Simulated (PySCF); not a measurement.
Compound: C5H6F2O2.
Atom-mapped SMILES: `[F:1][CH:2]([F:3])[O:4][C@H:5]1[CH:6]=[CH:7][O:8][CH2:9]1`

Probes without a nucleus sit at each ring's centroid and 1 Å off its mean plane on both sides; NICS is minus the shielding there, NICSzz its component along the normal. Level: GIAO PBE0/pcSseg-1 (PySCF, non-relativistic, gas phase) on the GFN2-xTB geometry, one conformer.

Ring bond lengths (Å), with Mayer bond orders in brackets: C5–C6 1.502 (1.04), C6–C7 1.328 (1.75), C7–O8 1.351 (1.05), O8–C9 1.423 (0.89), C9–C5 1.538 (1.03).

Question: Give the NICS values of each ring in ppm.

Answer: 
```json
{"ring": "C5–C6–C7–O8–C9", "type": "5-membered ring with O; formal bonds 1 double, 4 single", "NICS(0)": "-4.7", "NICS(1), two faces": "-3.9 / -2.5", "NICS(1)zz, two faces": "-6.5 / -2.9", "rms pucker (Å)": "0.02", "centre to ring atoms, mean (Å)": "1.21"}
```

Question: What do they say, and how far can they be read as aromaticity?

Answer: 
- C5–C6–C7–O8–C9: mean NICS(1)zz -4.7 ppm, shielded. C5, C9 have four or more neighbours, so the value isn't read as a sign of a π ring current. The two faces differ by 3.6 ppm, so no symmetry operation interchanges them.

Question: At the second NICS(1) probe listed for ring C5–C6–C7–O8–C9, 1 Å off the ring, what do the in-plane components average?

Answer: The isotropic value is a third of the trace: (3 × -2.5 − (-2.9))/2 = -2.3 ppm.

Question: Give the inner angles of the rings and the Hirshfeld charges of the ring atoms.

Answer: 
- C5–C6–C7–O8–C9: C5 101.5° (+0.037 e), C6 108.3° (-0.116 e), C7 115.2° (+0.035 e), O8 107.7° (-0.120 e), C9 107.2° (+0.010 e); sum 539.9° against 540° for a flat convex ring.

Question: What are the shieldings of the ring atoms and their hydrogens in the same run (means over atoms taken as equivalent)?

Answer: 
```tsv
atoms	environment	σ isotropic (ppm)	principal values of the symmetric part, first atom (ppm)
C5	sp3 carbon bound to oxygen	106.1	69.5, 112.2, 136.6
C6	alkene CH carbon	79.8	-16.0, 111.5, 143.8
C7	vinylic carbon bearing oxygen	27.0	-70.2, 57.3, 93.9
O8	cyclic ether oxygen	199.2	116.4, 192.2, 289.1
C9	sp3 carbon bound to oxygen	110.0	76.1, 100.3, 153.6
H on C5	methine hydrogen	25.75	21.3, 27.7, 28.2
H on C6	vinylic hydrogen	26.18	23.6, 26.0, 28.9
H on C7	vinylic hydrogen	25.08	23.0, 24.8, 27.5
H on C9	methylene hydrogen	27.18	23.0, 27.8, 30.7
H on C9	methylene hydrogen	27.12	22.3, 27.3, 31.8
```

The values belong to the conformer `[F:1][CH:2]([F:3])[O:4][C@H:5]1[CH:6]=[CH:7][O:8][CH2:9]1`: F1–C2–O4–C5 -58°, C2–O4–C5–C6 89°.
